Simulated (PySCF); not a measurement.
C7H12BF.
InChI=1S/C7H12BF/c1-2-3-6-4-8-5-7(6)9/h2,6-8H,1,3-5H2/t6-,7-/m1/s1

The closed-shell ground state was solved at several levels (PySCF, density fitting, gas phase, non-relativistic). One conformer (not necessarily the lowest) at the PBE0-D3(BJ)/def2-SVP geometry, without solvent, vibrations or thermal averaging.

```json
{"level": "PBE0/def2-SVPD", "basis functions": "279", "HOMO (eV)": "-7.45", "LUMO (eV)": "-1.07", "gap (eV)": "6.38", "dipole (D)": "1.64"}
{"level": "PBE0/pcSseg-1", "basis functions": "213", "HOMO (eV)": "-7.42", "LUMO (eV)": "-1.06", "gap (eV)": "6.36", "dipole (D)": "1.61"}
```

Task: What might wB97X-D/pcSseg-1 (213 basis functions) give for the same quantities?

Result: HOMO -9.29 eV, LUMO 0.86 eV, gap 10.15 eV, dipole 1.68 D.

Task: Over all these levels, which gives the widest orbital gap and which the narrowest?

Result: wB97X-D/pcSseg-1 (range-separated hybrid) has the widest, 10.15 eV, and PBE0/pcSseg-1 (global hybrid, 25 % exact exchange) the narrowest, 6.36 eV. The two share the basis. From the narrowest to the widest the HOMO moves by -1.87 eV and the LUMO by +1.92 eV.

Task: How far do the dipole and the HOMO energy spread over the levels?

Result: The dipole runs from 1.61 to 1.68 D (mean 1.64 D) and the HOMO from -9.29 to -7.42 eV.
